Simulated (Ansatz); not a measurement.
Reaction (ligand exchange at the Si–O bond): `O[SiH](Br)O[SiH3]` + `O[Si](O)(F)O[SiH3]` → `O[Si](F)(O[SiH3])O[SiH3]` + `O[SiH](O)Br`

Isolated molecules relaxed with PBE0-D4/def2-TZVP in Ansatz; ΔE leaves out vibrations. CBS: MP2 limit from def2 TZ/QZ plus the TZ coupled-cluster correction, frozen cores. For Br outer-core shells are correlated without core-valence functions, which leaves a few kJ/mol of doubt a bond. Scalar relativity is left out up to krypton. Each species was taken in one conformer, which may not be the lowest.

```
                   species  CCSD(T)/def2-TZVPP energy (Eh)
       `O[SiH](Br)O[SiH3]`                     -3304.28508
      `O[Si](O)(F)O[SiH3]`                      -906.54482
`O[Si](F)(O[SiH3])O[SiH3]`                     -1196.83851
             `O[SiH](O)Br`                     -3013.99099
```

Question: Work out ΔE.

Answer: ΔE = (-1196.83851) + (-3013.99099) − (-3304.28508) − (-906.54482) = 0.00040 Eh = +0.3 kcal/mol. CCSD(T)/CBS gives +0.3 kcal/mol.

Largest T1 diagnostic among the species: 0.011.
